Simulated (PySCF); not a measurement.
Isomers of C5H10FN3Si.

All values: PBE0/pcSseg-1 (PySCF) at GFN2-xTB geometries, gas phase, one conformer each.

Problem. Rank by HOMO–LUMO gap, lowest first.
A. `C[Si](C)(C)c1n[nH]c(F)n1`
B. `[CH3:1][NH:2][SiH2:3][n:4]1[c:5]([F:6])[cH:7][n:8][c:9]1[CH3:10]` with C1–N2–Si3–N4 175°, N2–Si3–N4–C5 123°
C. `[N:1]#[C:2][CH2:3][Si@@H:4]1[NH:5][CH2:6][C@H:7]([CH2:8][F:9])[NH:10]1` with C2–C3–Si4–N5 169°, C6–C7–C8–F9 69°, C3–Si4–N5–C6 -143°, Si4–N5–C6–C7 37°, N5–C6–C7–C8 85°, C6–C7–N10–Si4 20°
D. `C[Si](C)(C)n1ncc(F)n1`
E. `[CH3:1][NH:2][SiH2:3][n:4]1[cH:5][n:6][cH:7][c:8]1[CH2:9][F:10]` with C1–N2–Si3–N4 -63°, N2–Si3–N4–C5 -20°, C7–C8–C9–F10 -126°

Solution. B (6.44 eV), E (6.88 eV), D (7.34 eV), C (7.49 eV), A (7.68 eV).

Problem. Rank by LUMO energy, highest first.
A. `[N:1]#[C:2][CH2:3][Si@@H:4]1[NH:5][CH2:6][C@H:7]([CH2:8][F:9])[NH:10]1` with C2–C3–Si4–N5 169°, C6–C7–C8–F9 69°, C3–Si4–N5–C6 -143°, Si4–N5–C6–C7 37°, N5–C6–C7–C8 85°, C6–C7–N10–Si4 20°
B. `C[Si](C)(C)c1n[nH]c(F)n1`
C. `C[Si](C)(C)N1N=CC(F)=N1`
D. `[CH3:1][NH:2][SiH2:3][n:4]1[cH:5][n:6][cH:7][c:8]1[CH2:9][F:10]` with C1–N2–Si3–N4 -63°, N2–Si3–N4–C5 -20°, C7–C8–C9–F10 -126°

Solution. A (0.43 eV), D (0.17 eV), B (0.01 eV), C (-0.24 eV).

Problem. Rank by the lowest IAO charge on any atom, highest value first.
A. `Fc1cnn(n1)[Si](C)(C)C`
B. `[CH3:1][NH:2][SiH2:3][n:4]1[cH:5][n:6][cH:7][c:8]1[CH2:9][F:10]` with C1–N2–Si3–N4 -63°, N2–Si3–N4–C5 -20°, C7–C8–C9–F10 -126°
C. `[N:1]#[C:2][CH2:3][Si@@H:4]1[NH:5][CH2:6][C@H:7]([CH2:8][F:9])[NH:10]1` with C2–C3–Si4–N5 169°, C6–C7–C8–F9 69°, C3–Si4–N5–C6 -143°, Si4–N5–C6–C7 37°, N5–C6–C7–C8 85°, C6–C7–N10–Si4 20°

Solution. B (-0.680 e), C (-0.696 e), A (-0.729 e).

All values together:

```tsv
SMILES	μ (D)	HOMO (eV)	LUMO (eV)	lowest IAO charge (e)	highest IAO charge (e)	lowest Hirshfeld charge (e)	highest Hirshfeld charge (e)
CN[SiH2]n1cncc1CF	3.73	-6.71	0.17	-0.680 (N)	+1.010 (Si)	-0.239 (N)	+0.413 (Si)
C[Si](C)(C)n1ncc(F)n1	2.35	-7.58	-0.24	-0.729 (C)	+1.191 (Si)	-0.215 (C)	+0.463 (Si)
N#CC[Si@@H]1NC[C@H](CF)N1	3.48	-7.06	0.43	-0.696 (N)	+1.165 (Si)	-0.250 (N)	+0.434 (Si)
C[Si](C)(C)c1n[nH]c(F)n1	1.77	-7.67	0.01	-0.721 (C)	+1.082 (Si)	-0.218 (N)	+0.415 (Si)
CN[SiH2]n1c(F)cnc1C	4.19	-6.32	0.12	-0.685 (N)	+1.014 (Si)	-0.245 (N)	+0.415 (Si)
```

Conformers: `[CH3:1][NH:2][SiH2:3][n:4]1[cH:5][n:6][cH:7][c:8]1[CH2:9][F:10]` with C1–N2–Si3–N4 -63°, N2–Si3–N4–C5 -20°, C7–C8–C9–F10 -126°; `[N:1]#[C:2][CH2:3][Si@@H:4]1[NH:5][CH2:6][C@H:7]([CH2:8][F:9])[NH:10]1` with C2–C3–Si4–N5 169°, C6–C7–C8–F9 69°, C3–Si4–N5–C6 -143°, Si4–N5–C6–C7 37°, N5–C6–C7–C8 85°, C6–C7–N10–Si4 20°; `[CH3:1][NH:2][SiH2:3][n:4]1[c:5]([F:6])[cH:7][n:8][c:9]1[CH3:10]` with C1–N2–Si3–N4 175°, N2–Si3–N4–C5 123°.
